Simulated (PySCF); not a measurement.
Exercise with solution: chemical shift, span and skew from a shielding tensor

C3H8OSi, SMILES C1(O)([SiH3])CC1. Atoms are numbered in the order given.

```xyz
13

O      0.0283     1.6645     0.0800
C     -0.2007     0.2710     0.0428
Si     1.3499    -0.7465    -0.2927
C     -1.2254    -0.1989     1.0420
C     -1.5724    -0.1855    -0.4214
H      0.1930     1.9590    -0.8264
H      1.0029    -2.1970    -0.3752
H      1.9474    -0.3146    -1.5931
H      2.3603    -0.5379     0.7831
H     -1.0784    -1.1576     1.5480
H     -1.6517     0.5910     1.6661
H     -1.6671    -1.1356    -0.9558
H     -2.2404     0.6076    -0.7691
```
Charge 0, spin multiplicity 1.

Geometry: B3LYP-D3(BJ)/def2-SVP. This is a generated structure with no PubChem entry under its InChIKey; it may be hypothetical. The values are those of a single conformer.

GIAO shieldings from PBE/pcSseg-1 in PySCF, non-relativistic, no solvent. The symmetric part of the tensor of Si3 has the principal values 360.7, 381.2, 457.0 ppm. The same nucleus in TMS has σ = 335.4 ppm at this level (PySCF, at its B3LYP-D3(BJ)/def2-TZVP geometry).

**Question.** Work out the isotropic shielding, the ²⁹Si shift against TMS, the span and the skew.

**Answer.** 
σ(iso) = (σ11 + σ22 + σ33)/3 = 399.6 ppm. δ = σ(ref) − σ(iso) = 335.4 − (399.6) = -64.2 ppm.
Span Ω = σ33 − σ11 = 96.3 ppm. Skew κ = 3(σ(iso) − σ22)/Ω = 0.57. Tumbling in solution averages the tensor to δ; in a static solid the shielding alone would spread this spin-1/2 line over Ω.
